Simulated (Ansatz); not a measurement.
A nudged elastic band was laid between two geometries of ClH3HfO3 + H2 (10 atoms, charge 0, multiplicity 1).

Theory: RKS revPBE-D4/def2-SVP in Ansatz 0.2.0.

```
movable images  : 1
climbing image  : no
spring          : 5.0 eV/Å²
optimiser       : quadratic models (default)
start path      : through a guess of the saddle point
force threshold : 0.05 eV/Å
iteration limit : 60
end points      : relaxed
```

Image 0:

```xyz
10
Properties=species:S:1:pos:R:3
Hf -0.246 -0.424 0.170
Cl -0.091 -0.200 2.558
O 1.528 -0.539 -0.580
H 2.355 -0.634 -1.067
O -1.191 1.096 -0.555
H -1.564 1.839 -1.042
O -1.223 -2.040 -0.229
H -1.742 -2.772 -0.580
H 1.715 2.809 1.179
H 1.429 2.328 1.702
```

Image 2:

```xyz
10
Properties=species:S:1:pos:R:3
Hf 0.198 -0.547 -0.113
Cl 1.233 -0.143 2.019
O 1.476 -1.418 -1.270
H 2.030 -1.712 -2.003
O -0.345 1.137 -0.881
H -0.762 1.902 -1.296
O -1.343 -1.682 0.145
H -2.068 -2.317 0.107
H 0.148 3.483 2.411
H 0.404 2.761 2.438
```

**Question.** What changes between the two ends?

**Answer.** No bond is made or broken.

**Question.** Give the energies along the band, and the barrier.

**Answer.** The forces met the threshold. The highest image is number 1 of 0 to 2, 2.1 kJ/mol above the first end and 0.6 kJ/mol above the last; the last end lies 1.5 kJ/mol above the first. The top lies less than 8 meV above the higher end, about what the thresholds resolve: that end is a shoulder or a very shallow well. No image climbed, so the highest image needn't sit at the top of the path. So few images can step over the top or miss a turn of the path.

| image | path coordinate (Å) | energy (kJ/mol) |
| --- | --- | --- |
| 0 | 0.00 | 0.0 |
| 1 | 1.97 | 2.1 |
| 2 | 3.94 | 1.5 |

**Question.** What is the geometry of the highest image?

**Answer.** 
```xyz
10
Properties=species:S:1:pos:R:3
Hf 0.051 -0.526 0.032
Cl 0.517 -0.307 2.378
O 1.726 -0.740 -0.909
H 2.412 -1.025 -1.525
O -0.865 1.053 -0.599
H -1.108 1.880 -1.033
O -1.076 -2.075 -0.216
H -1.800 -2.707 -0.292
H 0.519 3.288 1.675
H 0.596 2.622 2.045
```

Time of the run: 45 s on 4 threads of Arm Neoverse V1, with other jobs on the host, peak memory 0.18 GiB.
